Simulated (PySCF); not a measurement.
Working out the excitation energy of Se

Se [Ar] 3d10 4s2 4p4 (3P) → Se [Ar] 3d10 4s1 4p4 5s1 (5P). Computed with PySCF 2.14 in aug-cc-pVDZ-PP with ECP10MDF, with scalar relativity through the core potential. Frozen: 3s2 3p6 3d10. Energies in hartree (1 hartree = 27.21139 eV):

```tsv
part	Se (lower)	Se (upper)
UHF	-371.846027	-371.247853
MP2 opposite-spin	-0.056724	-0.055088
MP2 same-spin	-0.018976	-0.022824
```

Problem. What does Hartree-Fock give?

Solution. (-371.247853) − (-371.846027) = 0.598174 hartree = 16.277 eV.

Problem. What do MP2 and SCS-MP2 (6/5 opposite-spin, 1/3 same-spin) give?

Solution. The opposite-spin parts differ by 0.045 eV and the same-spin parts by -0.105 eV. MP2: 16.277 + (0.045) + (-0.105) = 16.217 eV. SCS-MP2: 16.277 + 1.2 × (0.045) + (-0.105)/3 = 16.296 eV.

The upper state lies above the first ionisation limit, where it may autoionise and the basis confines it. A Rydberg-like electron needs more diffuse functions than a valence basis has.

A double-zeta basis recovers only part of the correlation energy.
